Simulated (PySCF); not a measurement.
# Correlation energy of Ne⁺ (neon, charge +1)

[He] 2s2 2p5, 2P determinant. Computed with PySCF 2.14 in x2c-SVPall (3s2p1d, 14 functions), with the spin-free X2C one-electron Hamiltonian (Gaussian nucleus). Frozen: 1s2; 7 electrons correlated.

MP2 pair energies summed by pair of shells (mhartree):

| pair | energy | share (%) |
| --- | --- | --- |
| 2p-2p | -85.01 | 65.3 |
| 2s-2p | -38.30 | 29.4 |
| 2s-2s | -6.92 | 5.3 |

Total MP2 correlation energy: -130.23 mhartree.

Same-spin part -33.00 and opposite-spin part -97.23 mhartree; SCS-MP2 scales them by 1/3 and 6/5 to -127.68 mhartree.

```
  level  correlation energy (mhartree)
   CCSD                        -140.86
    (T)                          -1.06
CCSD(T)                        -141.92
```

Diagnostics: T1 = 0.0037, D1 = 0.0059, largest double amplitude 0.038.

Cost of the coupled-cluster step: 0.12 s of wall time on 1 thread of Neoverse-N1 (shared host), for 7 correlated electrons.
